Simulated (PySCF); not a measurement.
Orbital levels and atomic charges

System: C20H11F5O4S (non-ionic photoacid generator), SMILES O=C(c1ccccc1)[C@@H](OS(=O)(=O)c1c(F)c(F)c(F)c(F)c1F)c1ccccc1.

Cartesian coordinates (Å):
```
  1 O     0.8270   -0.7923    0.5497
  2 C    -0.1978   -0.1434    0.6108
  3 C    -1.4859   -0.7330    1.0063
  4 C    -1.5483   -2.1254    1.1155
  5 C    -2.7242   -2.7521    1.4766
  6 C    -3.8566   -1.9959    1.7360
  7 C    -3.8038   -0.6136    1.6392
  8 C    -2.6301    0.0192    1.2762
  9 C    -0.1787    1.3311    0.2157
 10 O     1.1529    1.7174   -0.0965
 11 S     2.2272    1.6049    1.0673
 12 O     3.1529    2.6708    0.9093
 13 O     1.5416    1.4471    2.3043
 14 C     3.1775    0.1111    0.6605
 15 C     3.6661   -0.7093    1.6609
 16 F     3.4380   -0.4288    2.9381
 17 C     4.4163   -1.8440    1.3499
 18 F     4.8775   -2.6348    2.3186
 19 C     4.6833   -2.1489    0.0186
 20 F     5.3882   -3.2356   -0.2904
 21 C     4.2173   -1.3103   -0.9915
 22 F     4.4811   -1.5974   -2.2669
 23 C     3.4756   -0.1794   -0.6590
 24 F     3.0389    0.6094   -1.6365
 25 C    -1.0362    1.5652   -1.0052
 26 C    -2.0147    2.5497   -1.0164
 27 C    -2.7989    2.7348   -2.1419
 28 C    -2.6020    1.9468   -3.2630
 29 C    -1.6120    0.9786   -3.2627
 30 C    -0.8307    0.7867   -2.1372
 31 H    -0.6564   -2.6963    0.9061
 32 H    -2.7618   -3.8282    1.5571
 33 H    -4.7782   -2.4818    2.0196
 34 H    -4.6843   -0.0262    1.8520
 35 H    -2.6074    1.0939    1.2143
 36 H    -0.5152    1.9294    1.0709
 37 H    -2.1611    3.1767   -0.1486
 38 H    -3.5619    3.4988   -2.1441
 39 H    -3.2142    2.0941   -4.1397
 40 H    -1.4486    0.3714   -4.1403
 41 H    -0.0522    0.0394   -2.1336
```

Method: CAM-B3LYP/def2-SVP, gas phase, PySCF, fitting set def2-universal-JFIT up to Ne and JKFIT beyond, grid level 1.

**Question.** Give the orbital energies near the gap.

**Answer.** 
| orbital | eV |
| --- | --- |
| HOMO-4 | -9.17 |
| HOMO-3 | -9.03 |
| HOMO-2 | -8.93 |
| HOMO-1 | -8.80 |
| HOMO | -8.70 |
| LUMO | -1.14 |
| LUMO+1 | -0.05 |
| LUMO+2 | 0.19 |
| LUMO+3 | 0.50 |

**Question.** Give the partial charges of the non-hydrogen atoms.

**Answer.** 
| atom | Mulliken | IAO | Hirshfeld |
| --- | --- | --- | --- |
| O1 | -0.20 | -0.44 | -0.21 |
| C2 | 0.06 | 0.37 | 0.16 |
| C3 | 0.01 | -0.06 | -0.02 |
| C4 | 0.01 | -0.11 | -0.03 |
| C5 | 0.03 | -0.14 | -0.04 |
| C6 | 0.04 | -0.11 | -0.02 |
| C7 | 0.02 | -0.14 | -0.04 |
| C8 | 0.03 | -0.12 | -0.03 |
| C9 | 0.24 | 0.04 | 0.04 |
| O10 | -0.40 | -0.58 | -0.13 |
| S11 | 0.96 | 2.21 | 0.59 |
| O12 | -0.39 | -0.85 | -0.31 |
| O13 | -0.41 | -0.87 | -0.30 |
| C14 | -0.17 | -0.27 | -0.06 |
| C15 | 0.19 | 0.28 | 0.08 |
| F16 | -0.14 | -0.23 | -0.05 |
| C17 | 0.15 | 0.23 | 0.06 |
| F18 | -0.16 | -0.23 | -0.06 |
| C19 | 0.14 | 0.25 | 0.07 |
| F20 | -0.15 | -0.23 | -0.06 |
| C21 | 0.16 | 0.22 | 0.06 |
| F22 | -0.16 | -0.24 | -0.07 |
| C23 | 0.22 | 0.28 | 0.07 |
| F24 | -0.15 | -0.23 | -0.05 |
| C25 | 0.01 | 0.00 | 0.00 |
| C26 | -0.01 | -0.14 | -0.04 |
| C27 | 0.02 | -0.13 | -0.04 |
| C28 | 0.03 | -0.13 | -0.03 |
| C29 | 0.03 | -0.13 | -0.04 |
| C30 | 0.02 | -0.13 | -0.04 |
